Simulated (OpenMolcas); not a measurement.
## Bi IV: RASPT2 settings compared

| Quantity | Value |
| --- | --- |
| Program | OpenMolcas |
| Basis | ANO-R2 [8s7p5d3f1g] |
| Scalar Hamiltonian | X2C, finite nucleus |
| Active space | 2 electrons in 9 orbitals (RAS2 6s 6p; RAS3 6d, at most 2 electrons) |
| State averaging | 2S+1 = 3 even, 3 roots; 2S+1 = 1 even, 7 roots; 2S+1 = 3 odd, 3 roots; 2S+1 = 1 odd, 3 roots |
| Spin-orbit coupling | RASSI with atomic mean-field integrals over the reference wave functions, term energies averaged over their components |

Methods on the same reference wave functions:
A. RASSCF
B. SS-RASPT2, IPEA 0.5 Eh, sigma1 regulariser 0.15 Eh (closed shells correlated: 5d)
C. SS-RASPT2, IPEA 0 Eh, sigma2 regulariser 0.15 Eh (closed shells correlated: 4f 5s 5p 5d)
D. SS-RASPT2, IPEA 0.35 Eh, sigma2 regulariser 0.05 Eh (closed shells correlated: 5d)
E. MS-RASPT2, IPEA 0.5 Eh, sigma1 regulariser 0.15 Eh (closed shells correlated: 5d)

Energies in cm⁻¹ above 6s² ¹S₀, the measured ground level; measured values from Moore, Atomic Energy Levels, vol. III, NSRDS-NBS 35 (1971 reprint of NBS Circular 467, 1958).

| Level | A | B | C | D | E | Measured |
| --- | --- | --- | --- | --- | --- | --- |
| 6s² ¹S₀ | 0.0 | 0.0 | 0.0 | 0.0 | 0.0 | 0.0 |
| 6s 6p ³P°₀ | 66327 | 73820 | 74190 | 73840 | 74320 | 70968 |
| 6s 6p ³P°₁ | 71339 | 78310 | 78590 | 78310 | 78800 | 75926 |
| 6s 6p ³P°₂ | 87245 | 94740 | 95110 | 94760 | 95230 |  |
| 6s 6p ¹P°₁ | 113728 | 112690 | 112040 | 112530 | 113190 | 114602 |

Deviations, from unrounded energies. A percentage is the sum of absolute deviations over the sum of measured energies, with the sign that they share, or ± where signs differ.

```tsv
Against measurement	Levels	A	B	C	D	E
mean absolute deviation (cm-1)	3	3400	2400	2800	2400	2500
other configurations (%)	3	-3.9	±2.7	±3.2	±2.8	±2.9
```

B, D lie about equally close to measurement and A furthest from it. The largest miss of B in the table is 6s 6p ³P°₀, by +2900 cm-1. The ranking rests on the paired levels alone, and a cruder setting can come out closer through cancelling errors.

Among B to E the level of the table that moves most is 6s 6p ¹P°₁, by 1100 cm-1 (lowest in C, highest in E). Moves below CASPT2's spread within the term are not significant.

The lowest spin-free term lies below A's lowest term by 0.404 hartree in B, 0.746 hartree in C, 0.405 hartree in D, 0.406 hartree in E.

Active for correlation alone: 6d; no level in the range computed is led by a configuration that fills it, so any true level of that kind is missing. Spin-orbit splittings of 6p shells tend to come out small when the coupling is added on scalar orbitals. Measured partners are found by configuration, term and J. A level has none where our copy of the source lacks it or the pairing is in doubt (some pairs that miss far off the trend of their configuration count as doubtful), and it then counts in no deviation. Only configurations of the active space appear. Levels that lie high or do not pair safely by name in every column are left out.

° marks odd parity.
